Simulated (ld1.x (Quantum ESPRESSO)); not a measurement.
## Which change was made? (C, RRKJ)

```
Element                 : carbon
Generator               : ld1.x (Quantum ESPRESSO) 7.5
Type                    : norm-conserving RRKJ (Kleinman–Bylander form)
Functional              : LDA (PZ)
Relativity              : scalar-relativistic
Frozen core             : [He]
Valence charge          : 4
Reference configuration : 2s2 2p0.5 (charge +1.5)
Partial waves           : 2p (bound): rc 1.55 bohr; 3d channel at 0.05 Ry: rc 1.40 bohr; 2s (bound): rc 1.15 bohr
Local potential         : the s channel
Core correction         : a·sin(br)/r model core inside 1.00 bohr
```

Cutoffs, loose and tight: the cutoffs (Ry, on a coarse ladder) from which the occupation-weighted sum of valence levels, in a spherical-Bessel basis at the reference potential, stays within 10 and 1 mRy of its value at 400 Ry. They do not see the model core or the augmentation charge, which bear on the density cutoff. Test errors are all-electron minus pseudo excitation energies from the reference, over the configurations 2s2 2p2; 2s2 2p1; 2s2 2p0; 2s2 2p2.3; 2s1 2p3; 2s1 2p0; 2s0 2p4 (two spin-polarised tests are not counted in the largest error); variants that change the core or the reference have their own tests.

The base gives: outcome: generated; cutoff, loose: 40 Ry; cutoff, tight: 90 Ry; bound ghosts: none; largest test error (meV): +182.

Problem. After one change the result is: outcome: generated; cutoff, loose: 35 Ry; cutoff, tight: 55 Ry; bound ghosts: none; largest test error (meV): +243. Which change was it?
A. wave 2s (bound): rc 1.15 bohr becomes 2s (bound): rc 0.88 bohr
B. wave 2s (bound): rc 1.15 bohr becomes 2s (bound): rc 1.58 bohr
C. wave 2s (bound): rc 1.15 bohr becomes 2s (bound): rc 0.76 bohr

Solution. B. The others give: wave 2s (bound): rc 1.15 bohr becomes 2s (bound): rc 0.88 bohr → outcome: generated; cutoff, loose: 60 Ry; cutoff, tight: 120 Ry; bound ghosts: none; largest test error (meV): +183 | wave 2s (bound): rc 1.15 bohr becomes 2s (bound): rc 0.76 bohr → outcome: generated; cutoff, loose: 120 Ry; cutoff, tight: 260 Ry; bound ghosts: none; largest test error (meV): +207.
